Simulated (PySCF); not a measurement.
Species: 2-bromothiophene, C4H3BrS.
Bonds: Br1–C2, C2–C3 (aromatic), C3–C4 (aromatic), C4–C5 (aromatic), C5–S6 (aromatic), C2–S6 (aromatic). Hydrogens: H7 on C3; H8 on C4; H9 on C5.

Computed, not measured: PBE0-D3(BJ)/def2-SVP geometry optimisation, gas phase in PySCF.

(1) What internal coordinates does the optimisation give?

## Answers

(1) 
```json
{"bond": "Br1–C2", "length (Å)": "1.863", "order": "single"}
{"bond": "C2–C3", "length (Å)": "1.370", "order": "aromatic"}
{"bond": "C3–C4", "length (Å)": "1.424", "order": "aromatic"}
{"bond": "C4–C5", "length (Å)": "1.369", "order": "aromatic"}
{"bond": "C5–S6", "length (Å)": "1.719", "order": "aromatic"}
{"bond": "C2–S6", "length (Å)": "1.725", "order": "aromatic"}
{"bond": "C3–H7", "length (Å)": "1.090", "order": "single"}
{"bond": "C4–H8", "length (Å)": "1.091", "order": "single"}
{"bond": "C5–H9", "length (Å)": "1.089", "order": "single"}
```

Orders are formal, as drawn. A selection of angles:
```json
{"angle": "Br1–C2–C3", "degrees": "127.2"}
{"angle": "Br1–C2–S6", "degrees": "120.5"}
{"angle": "C3–C2–S6", "degrees": "112.3"}
{"angle": "C2–C3–C4", "degrees": "111.7"}
{"angle": "C2–C3–H7", "degrees": "123.3"}
{"angle": "C4–C3–H7", "degrees": "125.0"}
{"angle": "C3–C4–C5", "degrees": "112.9"}
{"angle": "C3–C4–H8", "degrees": "123.8"}
{"angle": "C5–C4–H8", "degrees": "123.3"}
{"angle": "C4–C5–S6", "degrees": "111.8"}
{"angle": "C4–C5–H9", "degrees": "128.2"}
{"angle": "S6–C5–H9", "degrees": "120.0"}
{"angle": "C2–S6–C5", "degrees": "91.3"}
```

The 3 C–C bonds span 1.369 Å (C4–C5, aromatic) to 1.424 Å (C3–C4, aromatic), a spread of 0.055 Å. S6 (thiophene-type sulfur) is bent (angle 91.3°). The 5-membered ring C2–C3–C4–C5–S6 has internal angles of 91.3° to 112.9° (sum 540°, against 540° for a flat polygon); it is planar, 0.00 Å rms from its mean plane, widest ring torsion 0°. The 6 heavy atoms lie in one plane (0.001 Å rms).

Point group: Cs (tolerance 0.08 Å). Not checked by PBE0-D3(BJ)/def2-SVP frequencies.
